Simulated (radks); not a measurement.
Initial-state core-level shifts of the xenon ion Xe+ when its valence configuration changes from [Kr] 4d10 5s2 5p5. Calculated with a radial shooting solver on a logarithmic mesh with Libxc functionals: Dirac Kohn-Sham, PBE, spin-unpolarised, spherical densities, finite nucleus; open shells fill j = l - 1/2 first; Fermi nuclear charge, rms radius 4.7859 fm. Shifts are changes of the shell-averaged eigenvalues in eV (positive: less bound); the change of the density at the nucleus, which sets a Mossbauer isomer shift, is in e/bohr^3, on a base of 2.716e+05.

| valence | 2s | 3s | 3p | 4p | density at nucleus |
|---|---|---|---|---|---|
| 4d10 5s1 5p6 | -1.492 | -1.509 | -1.508 | -1.458 | -88.56 |
| 4d9 5s2 5p6 | -10.690 | -10.070 | -10.073 | -7.842 | +31.63 |
| 4d9.5 5s2 5p5.5 | -5.311 | -5.012 | -5.014 | -3.927 | +15.68 |
| 4d10 5s1.5 5p5.5 | -0.751 | -0.760 | -0.759 | -0.734 | -43.87 |
